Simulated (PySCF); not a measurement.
PySCF 2.14 output of an unrestricted M06-2X calculation on a single atom or ion in pcseg-2 (5s4p2d1f, 34 functions), with the non-relativistic Hamiltonian (point nucleus):

```
SCF conv_tol = 1e-09
number electrons alpha = 7  beta = 6
    Y. Zhao and D. G. Truhlar.,  Theor. Chem. Acc. 120, 215 (2008)
    Y. Zhao and D. G. Truhlar.,  Theor. Chem. Acc. 120, 215 (2008)
cycle= 1 E= -242.34721027064  delta_E= -0.00354  |g|= 0.0146  |ddm|= 0.16
cycle= 2 E= -242.347302409101  delta_E= -9.21e-05  |g|= 0.00392  |ddm|= 0.0292
cycle= 3 E= -242.347307697363  delta_E= -5.29e-06  |g|= 0.000605  |ddm|= 0.0055
cycle= 4 E= -242.347308390781  delta_E= -6.93e-07  |g|= 8.4e-05  |ddm|= 0.00317
cycle= 5 E= -242.347308404996  delta_E= -1.42e-08  |g|= 1.94e-05  |ddm|= 0.000431
cycle= 6 E= -242.347308406332  delta_E= -1.34e-09  |g|= 4.27e-06  |ddm|= 0.000128
cycle= 7 E= -242.347308406387  delta_E= -5.53e-11  |g|= 1.17e-07  |ddm|= 3.46e-05
converged SCF energy = -242.347308406387  <S^2> = 0.7518941  2S+1 = 2.0018932
```

The run itself started from symmetry-adapted Hartree-Fock orbitals and held the occupation by maximum overlap, on a logarithmic radial grid, so the iterations belong to that start.

Which element, charge and spin multiplicity is this?

Al (aluminium, neutral), multiplicity 2; the state was [Ne] 3s2 3p1, 2P determinant.
